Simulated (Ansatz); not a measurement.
Steps of a relaxation of `[SiH3]/N=C\[SiH2][SiH3]` with RKS PBE-D4/def2-SVP.

```sh
$ ansatz run in.yaml --threads 4 --pin off --events-out ev --progress --plain --max-ram 10444MiB
```

```yaml
crystal:
  periodic: [false, false, false]
  atoms:
    - {symbol: Si, position_ang: [-2.613100, 0.786000, -0.484900]}
    - {symbol: N, position_ang: [-1.383400, 0.251500, -1.509700]}
    - {symbol: C, position_ang: [-0.291100, -0.236600, -1.095900]}
    - {symbol: Si, position_ang: [0.492000, -0.510500, 0.642100]}
    - {symbol: Si, position_ang: [2.718100, -0.386400, 0.532900]}
    - {symbol: H, position_ang: [-3.814900, 1.233200, -1.342700]}
    - {symbol: H, position_ang: [-3.013800, -0.252200, 0.442700]}
    - {symbol: H, position_ang: [-2.119200, 2.014400, 0.259200]}
    - {symbol: H, position_ang: [0.451500, -0.548900, -1.822300]}
    - {symbol: H, position_ang: [0.017000, -1.862900, 1.175200]}
    - {symbol: H, position_ang: [-0.114400, 0.484900, 1.636800]}
    - {symbol: H, position_ang: [3.336500, -0.621700, 1.905500]}
    - {symbol: H, position_ang: [3.206100, -1.361100, -0.417200]}
    - {symbol: H, position_ang: [3.115700, 0.981300, 0.106900]}
basis:
  gaussian: {orbitals: def2-SVP}
hamiltonian: {xc: pbe, dispersion: d4}
relax: {f_tol: 0.03, max_steps: 200}
```

Positions (Å) and forces (eV/Å) along the path, 11 of 31 steps:

```xyz
14
step=1 energy=-26280.0993 eV
Si   -2.613    0.786   -0.485   -1.962    2.137    0.209
N    -1.383    0.252   -1.510    0.920   -0.539   -1.278
C    -0.291   -0.237   -1.096    0.718   -0.130    0.579
Si    0.492   -0.510    0.642   -2.178   -0.031    1.036
Si    2.718   -0.386    0.533    1.024    0.590    1.069
H    -3.815    1.233   -1.343    0.435   -0.258    0.421
H    -3.014   -0.252    0.443   -0.361   -0.766    0.755
H    -2.119    2.014    0.259   -0.126   -0.132    0.025
H     0.452   -0.549   -1.822    0.643   -0.371   -1.218
H     0.017   -1.863    1.175    0.194    0.154   -0.194
H    -0.114    0.485    1.637    0.241   -0.149   -0.219
H     3.337   -0.622    1.905   -0.122   -0.041   -0.282
H     3.206   -1.361   -0.417    0.462   -0.758   -0.732
H     3.116    0.981    0.107    0.110    0.294   -0.171
14
step=4 energy=-26280.5070 eV
Si   -2.629    0.908   -0.438    0.167   -0.147   -0.042
N    -1.360    0.241   -1.500   -0.276    0.265   -0.101
C    -0.261   -0.313   -1.169    0.104   -0.150    0.318
Si    0.422   -0.600    0.619   -0.027    0.046    0.005
Si    2.764   -0.342    0.598   -0.035    0.026    0.058
H    -3.828    1.187   -1.294   -0.003   -0.036    0.051
H    -2.969   -0.095    0.643   -0.091    0.085   -0.039
H    -2.184    2.198    0.206    0.017   -0.034   -0.049
H     0.401   -0.705   -1.980    0.023    0.003   -0.198
H     0.069   -2.002    1.048    0.026   -0.027    0.001
H    -0.276    0.360    1.551    0.086   -0.020   -0.006
H     3.350   -0.586    1.962    0.021   -0.011    0.012
H     3.361   -1.327   -0.373   -0.008   -0.005   -0.003
H     3.128    1.050    0.155   -0.003    0.005   -0.006
14
step=5 energy=-26280.4933 eV rejected
Si   -2.616    0.913   -0.435    0.078    0.232   -0.025
N    -1.323    0.345   -1.511   -0.166   -0.341    0.054
C    -0.282   -0.317   -1.173    0.203    0.001   -0.002
Si    0.422   -0.614    0.606   -0.109   -0.093    0.055
Si    2.760   -0.340    0.613    0.014    0.017   -0.061
H    -3.827    1.116   -1.291   -0.068   -0.016    0.017
H    -2.944   -0.064    0.674    0.043    0.019   -0.073
H    -2.218    2.233    0.166   -0.038    0.049    0.038
H     0.344   -0.760   -1.994    0.029    0.156   -0.035
H     0.092   -2.024    1.027    0.024   -0.021    0.027
H    -0.250    0.338    1.561    0.006    0.003   -0.004
H     3.352   -0.596    1.973   -0.036   -0.005    0.003
H     3.357   -1.315   -0.367    0.019   -0.002   -0.002
H     3.120    1.056    0.179    0.000    0.001    0.007
14
step=14 energy=-26280.5544 eV
Si   -2.558    1.118   -0.451   -0.041    0.031    0.039
N    -1.323    0.298   -1.412   -0.066    0.068    0.025
C    -0.302   -0.411   -1.124    0.081    0.009    0.075
Si    0.416   -0.914    0.599    0.017   -0.018   -0.009
Si    2.691   -0.294    0.656    0.038    0.017   -0.049
H    -3.880    0.721   -1.061    0.108    0.052    0.075
H    -2.602    0.825    1.046    0.013    0.040   -0.207
H    -2.325    2.598   -0.654   -0.041   -0.157    0.018
H     0.317   -0.793   -1.982   -0.055   -0.010   -0.007
H     0.321   -2.416    0.719    0.018    0.015    0.012
H    -0.346   -0.276    1.727   -0.005   -0.015   -0.017
H     3.329   -0.711    1.957   -0.016    0.011   -0.044
H     3.413   -0.974   -0.484   -0.032    0.043    0.071
H     2.837    1.200    0.494   -0.019   -0.085    0.017
14
step=15 energy=-26280.5574 eV
Si   -2.552    1.128   -0.454   -0.018    0.025    0.023
N    -1.324    0.297   -1.413   -0.045    0.082    0.034
C    -0.301   -0.410   -1.123   -0.003   -0.115    0.033
Si    0.416   -0.920    0.598    0.047   -0.032   -0.014
Si    2.688   -0.297    0.658    0.022    0.071   -0.010
H    -3.880    0.719   -1.036    0.085    0.032    0.046
H    -2.577    0.863    1.044    0.012    0.027   -0.146
H    -2.331    2.602   -0.684   -0.027   -0.106    0.012
H     0.299   -0.819   -1.983   -0.022    0.040    0.010
H     0.346   -2.423    0.711   -0.021    0.009   -0.011
H    -0.363   -0.300    1.725    0.021   -0.005   -0.008
H     3.332   -0.723    1.952   -0.015    0.006   -0.028
H     3.426   -0.947   -0.489   -0.051    0.029    0.051
H     2.808    1.202    0.521    0.014   -0.063    0.009
14
step=18 energy=-26280.5683 eV
Si   -2.459    1.209   -0.457    0.022   -0.018   -0.021
N    -1.313    0.262   -1.411    0.063   -0.066    0.119
C    -0.343   -0.522   -1.125   -0.080    0.102   -0.179
Si    0.404   -1.039    0.576   -0.011   -0.035    0.041
Si    2.616   -0.226    0.689    0.026    0.052   -0.062
H    -3.829    0.717   -0.851    0.090    0.041    0.030
H    -2.336    1.154    1.056   -0.002    0.006   -0.103
H    -2.289    2.638   -0.906   -0.014   -0.092    0.034
H     0.203   -0.986   -1.998   -0.062    0.028    0.112
H     0.448   -2.550    0.613    0.004    0.066   -0.001
H    -0.422   -0.532    1.729    0.028   -0.025   -0.040
H     3.305   -0.744    1.926   -0.004    0.022   -0.027
H     3.381   -0.696   -0.528   -0.056    0.039    0.094
H     2.622    1.286    0.713   -0.003   -0.121    0.002
14
step=20 energy=-26280.5741 eV
Si   -2.407    1.232   -0.454    0.042   -0.088   -0.058
N    -1.310    0.239   -1.414    0.061   -0.040    0.074
C    -0.357   -0.567   -1.132   -0.119    0.070   -0.115
Si    0.394   -1.084    0.568    0.017    0.031   -0.007
Si    2.575   -0.192    0.693   -0.017   -0.037    0.046
H    -3.794    0.761   -0.788   -0.001   -0.002   -0.003
H    -2.236    1.210    1.047    0.013    0.001    0.047
H    -2.233    2.640   -0.936    0.016    0.038   -0.018
H     0.159   -1.062   -2.002   -0.018    0.016    0.057
H     0.480   -2.588    0.585    0.017   -0.004   -0.001
H    -0.455   -0.619    1.719    0.011   -0.001    0.001
H     3.287   -0.706    1.917    0.003    0.007   -0.002
H     3.357   -0.603   -0.526   -0.006   -0.005   -0.015
H     2.528    1.310    0.752   -0.019    0.014   -0.004
14
step=22 energy=-26280.5798 eV
Si   -2.241    1.305   -0.439    0.061   -0.202   -0.055
N    -1.307    0.168   -1.427    0.012    0.011    0.114
C    -0.418   -0.714   -1.160   -0.115    0.103   -0.027
Si    0.364   -1.218    0.530    0.144   -0.044    0.015
Si    2.443   -0.096    0.721   -0.129    0.065    0.014
H    -3.685    0.890   -0.581    0.106    0.043    0.011
H    -1.897    1.399    1.037   -0.006   -0.027   -0.075
H    -2.038    2.656   -1.058   -0.004    0.011   -0.009
H     0.012   -1.291   -2.026   -0.058    0.055    0.029
H     0.627   -2.706    0.483   -0.037    0.067    0.011
H    -0.548   -0.898    1.687    0.054   -0.003   -0.041
H     3.222   -0.581    1.916   -0.017    0.011   -0.006
H     3.271   -0.326   -0.519   -0.052   -0.004    0.030
H     2.184    1.386    0.865    0.043   -0.085   -0.010
14
step=24 energy=-26280.5866 eV
Si   -2.206    1.303   -0.429    0.042   -0.172   -0.082
N    -1.309    0.154   -1.432   -0.039    0.058    0.056
C    -0.430   -0.737   -1.173   -0.026    0.009   -0.029
Si    0.366   -1.236    0.513    0.059    0.055    0.046
Si    2.410   -0.068    0.726   -0.057   -0.047   -0.007
H    -3.657    0.930   -0.560    0.028    0.009    0.002
H    -1.845    1.364    1.037    0.015    0.002    0.022
H    -1.984    2.654   -1.037    0.019    0.047   -0.020
H    -0.022   -1.324   -2.042   -0.041    0.043    0.032
H     0.634   -2.719    0.478    0.012    0.009   -0.005
H    -0.542   -0.918    1.669   -0.003   -0.012   -0.007
H     3.183   -0.532    1.932   -0.008    0.006   -0.005
H     3.242   -0.309   -0.506    0.010    0.007    0.002
H     2.147    1.410    0.851   -0.012   -0.012   -0.005
14
step=28 energy=-26280.6020 eV
Si   -1.964    1.339   -0.385   -0.038   -0.081   -0.072
N    -1.327    0.070   -1.445   -0.059    0.109    0.056
C    -0.525   -0.898   -1.214    0.069   -0.088   -0.086
Si    0.351   -1.363    0.450    0.006   -0.052    0.015
Si    2.201    0.066    0.736    0.012    0.066    0.017
H    -3.463    1.170   -0.363    0.119    0.014    0.000
H    -1.443    1.343    1.037   -0.012    0.005   -0.026
H    -1.616    2.652   -1.031   -0.006   -0.052    0.016
H    -0.257   -1.564   -2.085   -0.055    0.102    0.145
H     0.817   -2.796    0.364   -0.021    0.047   -0.003
H    -0.601   -1.218    1.609    0.020   -0.014   -0.029
H     2.955   -0.237    2.009   -0.048    0.009   -0.062
H     3.140   -0.091   -0.434   -0.021    0.010    0.033
H     1.718    1.497    0.780    0.032   -0.075   -0.004
14
step=31 energy=-26280.6061 eV
Si   -1.889    1.349   -0.374   -0.009   -0.006   -0.004
N    -1.331    0.053   -1.435   -0.003   -0.002    0.011
C    -0.556   -0.941   -1.214    0.021    0.020    0.018
Si    0.354   -1.406    0.431   -0.002    0.006    0.022
Si    2.133    0.110    0.737    0.006   -0.003   -0.014
H    -3.388    1.249   -0.325    0.026    0.004   -0.001
H    -1.347    1.341    1.040   -0.012   -0.009   -0.013
H    -1.493    2.640   -1.032   -0.002   -0.014    0.000
H    -0.340   -1.626   -2.077   -0.017    0.006   -0.003
H     0.877   -2.815    0.312   -0.004    0.021    0.002
H    -0.597   -1.328    1.597    0.006   -0.009   -0.015
H     2.867   -0.145    2.028   -0.015   -0.002   -0.010
H     3.102   -0.026   -0.407    0.001    0.008    0.006
H     1.595    1.517    0.748    0.006   -0.020   -0.001
```

It took 42 s on 4 threads of an Arm Neoverse V2 on a shared host, with 0.18 GiB of host memory at the peak.
